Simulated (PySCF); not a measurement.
C3H9FOSi.

```xyz
15

C     -0.9919    -1.1784     0.9772
C     -0.6974    -0.0952    -0.0419
C     -1.8902     0.7897    -0.3329
F     -0.3662    -0.7725    -1.2697
Si     0.9501     0.8172     0.2897
O      2.1480    -0.3304     0.1167
H     -1.8271    -1.8095     0.6295
H     -0.1101    -1.8190     1.1336
H     -1.2695    -0.7338     1.9460
H     -1.6687     1.5011    -1.1431
H     -2.1731     1.3640     0.5641
H     -2.7565     0.1779    -0.6367
H      1.0500     1.3572     1.6742
H      1.0609     1.9299    -0.7035
H      1.9815    -0.9097    -0.6404
```

The structure is a stationary point at r2SCAN-D4/def2-SVP. The structure was generated by enumeration, and PubChem lists no compound with its InChIKey, so it may never have been made. One conformer was computed; it need not be the lowest.

Method: KT2/pcSseg-1 in PySCF. Non-relativistic, no solvent.

Computed absolute GIAO shielding of each atom: isotropic value and principal components (ppm):
```json
[
 {"atom": "C1", "σ(iso)": "157.5", "σ11": "138.9", "σ22": "150.8", "σ33": "182.9", "span": "44.0"},
 {"atom": "C2", "σ(iso)": "87.6", "σ11": "52.6", "σ22": "55.1", "σ33": "155.0", "span": "102.4"},
 {"atom": "C3", "σ(iso)": "158.2", "σ11": "142.8", "σ22": "147.5", "σ33": "184.3", "span": "41.5"},
 {"atom": "F4", "σ(iso)": "340.4", "σ11": "304.2", "σ22": "336.5", "σ33": "380.6", "span": "76.4"},
 {"atom": "Si5", "σ(iso)": "374.3", "σ11": "337.1", "σ22": "355.1", "σ33": "430.7", "span": "93.6"},
 {"atom": "O6", "σ(iso)": "317.2", "σ11": "287.5", "σ22": "312.5", "σ33": "351.7", "span": "64.1"},
 {"atom": "H7", "σ(iso)": "29.8", "σ11": "26.7", "σ22": "27.9", "σ33": "34.7", "span": "8.0"},
 {"atom": "H8", "σ(iso)": "29.1", "σ11": "24.8", "σ22": "28.7", "σ33": "33.9", "span": "9.1"},
 {"atom": "H9", "σ(iso)": "30.1", "σ11": "26.8", "σ22": "27.3", "σ33": "36.2", "span": "9.4"},
 {"atom": "H10", "σ(iso)": "29.5", "σ11": "25.5", "σ22": "27.8", "σ33": "35.3", "span": "9.8"},
 {"atom": "H11", "σ(iso)": "30.2", "σ11": "26.8", "σ22": "27.7", "σ33": "36.0", "span": "9.2"},
 {"atom": "H12", "σ(iso)": "29.6", "σ11": "26.5", "σ22": "27.9", "σ33": "34.6", "span": "8.1"},
 {"atom": "H13", "σ(iso)": "26.4", "σ11": "23.7", "σ22": "24.5", "σ33": "30.9", "span": "7.3"},
 {"atom": "H14", "σ(iso)": "26.2", "σ11": "22.6", "σ22": "25.1", "σ33": "30.8", "span": "8.2"},
 {"atom": "H15", "σ(iso)": "30.1", "σ11": "20.9", "σ22": "28.3", "σ33": "41.0", "span": "20.1"}
]
```
